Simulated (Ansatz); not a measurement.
CH$_{8}$SiSn (`[CH3][SnH2][SiH3]`), relaxed with RKS PBE-D4/def2-SVP in Ansatz 0.2.0 from a rough embedded geometry. The force threshold is 0.03 eV/Å; the program also tests the step.

Total charge 0; spin multiplicity 1. Sn takes the def2 core potential.

Start:

```xyz
11

C    -1.710   -0.521   -0.469
Sn    0.305   -0.186   -0.886
Si    1.395    0.615    1.199
H    -2.244   -0.837   -1.405
H    -1.856   -1.309    0.294
H    -2.266    0.405   -0.156
H     1.076   -1.644   -1.397
H     0.455    1.072   -2.142
H     1.259   -0.368    2.312
H     2.832    0.895    0.978
H     0.755    1.877    1.672
```

```tsv
step	energy (eV)	largest force (eV/Å)	largest move (Å)
1	-14866.3846	1.874	0.000
2	-14866.5041	0.495	0.194
3	-14866.5488	0.299	0.083
4	-14866.5521	0.149	0.016
5	-14866.5527	0.012	0.014
```

End:

```xyz
11

C    -1.812   -0.546   -0.522
Sn    0.299   -0.172   -0.894
Si    1.460    0.663    1.261
H    -2.301   -0.890   -1.452
H    -1.921   -1.324    0.257
H    -2.300    0.385   -0.177
H     1.049   -1.632   -1.450
H     0.455    1.013   -2.150
H     1.330   -0.363    2.357
H     2.925    0.928    1.032
H     0.817    1.939    1.738
```

Hardware: 4 threads of a server CPU on a shared host. Wall time 6.5 s, peak host memory 0.14 GiB.
